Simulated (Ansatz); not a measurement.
`O[SiH](S)P[SiH3]`, charge 0, multiplicity 1.

Task: Give a relaxed structure at PBE0-D4/def2-TZVP (Ansatz 0.2.0). (Best estimate.)

Result: Ansatz gave: 
Z-matrix (Å, degrees):
```
Si
S 1 2.140
P 1 2.240 2 105.7
O 1 1.641 2 115.0 3 122.7
H 1 1.478 2 105.3 3 -122.8
H 2 1.345 1 94.5 3 -36.5
Si 3 2.253 1 94.8 2 -64.0
H 3 1.422 1 94.6 2 -160.2
H 4 0.959 1 118.1 2 -63.4
H 7 1.487 3 113.4 1 -29.5
H 7 1.487 3 107.6 1 -150.3
H 7 1.483 3 107.8 1 91.8
```
This is one stationary point; other conformers may exist.
